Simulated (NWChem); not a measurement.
System: C₂Cl₃ cation

```xyz
5

Cl     0.0000     0.0000    -2.4076
C      0.0000     0.0000    -0.8451
C      0.0000     0.0000     0.4670
Cl     0.0000     1.4868     1.2705
Cl     0.0000    -1.4868     1.2705
```
Atoms are numbered in this order, from 1.

Results from NWChem. Pople sets run with spherical d functions. The geometry was optimised at PBE0/def2-SVP.

### Question
What does the run give for PBE/6-31G*? Quantities: highest occupied level (eV); orbital gap (eV).

### Answer
highest occupied level (eV): -12.13
orbital gap (eV): 1.06
